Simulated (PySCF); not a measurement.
**First hyperpolarisability: SMILES C#CCC(=O)OC1=CC1, C7H6O2**

Geometry:
```csv
atom,x (Å),y (Å),z (Å)
C1,3.222,1.053,-0.016
C2,2.610,0.059,0.245
C3,1.831,-1.128,0.541
C4,0.452,-0.953,-0.063
O5,0.056,-1.457,-1.073
O6,-0.283,-0.112,0.708
C7,-1.520,0.207,0.302
C8,-2.513,0.135,-0.532
C9,-2.710,1.012,0.691
H10,3.781,1.913,-0.235
H11,2.306,-2.005,0.098
H12,1.746,-1.248,1.624
H13,-2.952,-0.232,-1.424
H14,-2.683,2.091,0.590
H15,-3.347,0.670,1.500
```

Method: quadratic response CAM-B3LYP/def2-SVPD first hyperpolarisability, Taylor convention, gas phase (PySCF 2.14.0). Geometry: GFN2-xTB.

What is the first hyperpolarisability, and how does it disperse?

In au, Taylor convention; the vector part is βᵢ = ⅓ Σⱼ (βᵢⱼⱼ + βⱼᵢⱼ + βⱼⱼᵢ); β∥ is 3/5 of the vector part along the dipole, the dipole points from − to +:
```
                   process  λ (nm)  β vector norm     β∥  β HRS  depolarisation ratio
           static β(0;0,0)       ∞          137.0  -20.8   65.2                  3.47
second harmonic β(−2ω;ω,ω)    1907          150.9  -22.4   71.4                  3.53
         Pockels β(−ω;ω,0)    1907          141.4  -21.3      –                     –
second harmonic β(−2ω;ω,ω)    1064          189.3  -26.9   88.3                  3.66
         Pockels β(−ω;ω,0)    1064          151.9  -22.5      –                     –
```

Which lowest excitations, dipole and polarisabilities go with it?

S1 5.55 eV (f = 0.012); S2 5.73 eV (f = 0.152); S3 6.40 eV (f = 0.001); dipole 1.46 D; isotropic α 83.8 au static, 84.0 au at 1907 nm, 84.6 au at 1064 nm, 84.8 au at 953.5 nm, 87.1 au at 532 nm.
